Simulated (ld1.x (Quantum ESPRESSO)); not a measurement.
An all-electron radial function and its pseudo partner (Lu)

Columns: radius, all-electron u(r) and pseudo u(r) of the 5p shell (level -58.26 eV) of lutetium in the configuration [Kr] 4d10 4f14 5s2 5p6 5d0 6s0 6p0; LDA (PZ), scalar-relativistic, TM scheme, ld1.x (Quantum ESPRESSO) 7.5.

```tsv
r (bohr)	all-electron	pseudo
0.143	-0.3266	-0.0340
0.285	0.2225	-0.1299
0.428	0.4869	-0.2750
0.570	0.1351	-0.4459
0.713	-0.3400	-0.6198
0.855	-0.6984	-0.7696
0.998	-0.9043	-0.8781
1.140	-0.9819	-0.9330
1.283	-0.9730	-0.9344
1.425	-0.9117	-0.8903
1.568	-0.8225	-0.8139
1.710	-0.7232	-0.7207
1.853	-0.6226	-0.6223
1.995	-0.5284	-0.5284
2.138	-0.4424	-0.4424
2.280	-0.3670	-0.3670
2.423	-0.3015	-0.3015
2.565	-0.2462	-0.2462
2.708	-0.1995	-0.1995
2.850	-0.1610	-0.1610
2.992	-0.1293	-0.1293
3.135	-0.1032	-0.1032
3.278	-0.0821	-0.0821
3.420	-0.0652	-0.0652
3.563	-0.0515	-0.0515
3.705	-0.0406	-0.0406
```

Task: How many radial nodes do the two functions have?

Result: The all-electron 5p function has n − l − 1 = 3 (the table is too coarse to show those close to the nucleus); the pseudo-wave has 0, since the states of the same l below it are removed with the core.

Task: At about which radius was the pseudo-wave matched?

Result: 2.15 bohr. The columns agree to 0.0005 from 1.85 bohr on; several derivatives are matched, so the curves merge somewhat inside the radius.

Task: Is the pseudo-wave norm-conserving?

Result: Yes: the TM scheme keeps the norm inside the radius equal to the all-electron one, which fixes the energy derivative of the logarithmic derivative at the level.
